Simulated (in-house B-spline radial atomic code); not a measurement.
Gd³⁺. Computed with a B-spline radial atomic code. Model: all-electron spherical atom, spin shells full or empty, radial basis limit, no spin-orbit coupling, Breit or QED, empty-state partial waves extrapolated as (l+1/2)^-4, RPA, G0W0 and static COHSEX of the highest shell as one setting changes (uncorrelated shells keep exact exchange).

Without the two-electron picture change, core correlation of heavy ions comes too large.

Given: element Gd; charge 3; filled core Xe; hamiltonian one-electron scalar X2C; mean-field start Hartree-Fock; highest l of empty states 9; nuclear rms radius 5.1569 fm; highest mean-field shell 4f up.

Shell: 4f 7 0 (electrons up and down).

```tsv
lowest nl shells left uncorrelated	RPA correlation energy (hartree)	G0W0 level (eV)	G0W0 minus most complete (meV)	COHSEX level (eV)	linearised minus solved G0W0 (meV)
0	-4.8523	-45.637	0	-49.895	-2.3
1	-4.6548	-45.637	0	-49.895	-2.3
2	?	?	?	?	?
3	-3.8807	-45.635	1.7	-49.893	-2.3
4	-3.6975	-45.625	11.7	-49.877	-2.3
5	-3.1445	-45.586	50.7	-49.835	-2.4
6	-2.2438	-45.515	121.3	-49.875	-2.6
7	-2.0791	-45.487	150.2	-49.786	-2.7
8	-1.5915	-45.425	211.3	-49.475	-2.8
9	?	?	?	?	?
10	-0.58971	-45.686	-48.8	-48.916	-2.4
11	-0.22671	-46.521	-883.7	-48.697	-0.6
```

What follows for lowest nl shells left uncorrelated = 9?

RPA correlation energy -0.7209 hartree; G0W0 level -45.529 eV; G0W0 minus most complete 107.7 meV; COHSEX level -48.967 eV; linearised minus solved G0W0 -2.7 meV.

What follows for lowest nl shells left uncorrelated = 2?

RPA correlation energy -4.4554 hartree; G0W0 level -45.636 eV; G0W0 minus most complete 0.4 meV; COHSEX level -49.894 eV; linearised minus solved G0W0 -2.3 meV.
